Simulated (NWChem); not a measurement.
VF$_{5}$; SMILES [F][V]([F])([F])([F])[F]

Computed with NWChem. Geometry: optimised at PBE-D3(BJ)/def2-SVP.

**Question.** Order these by “orbital gap (eV)”, lowest first: Hartree-Fock/pcseg-1; Hartree-Fock/STO-3G; Hartree-Fock/pcseg-2; Hartree-Fock/aug-pcseg-1.

**Answer.** Hartree-Fock/pcseg-1 (14.98), Hartree-Fock/aug-pcseg-1 (15.35), Hartree-Fock/pcseg-2 (15.76), Hartree-Fock/STO-3G (16.15)
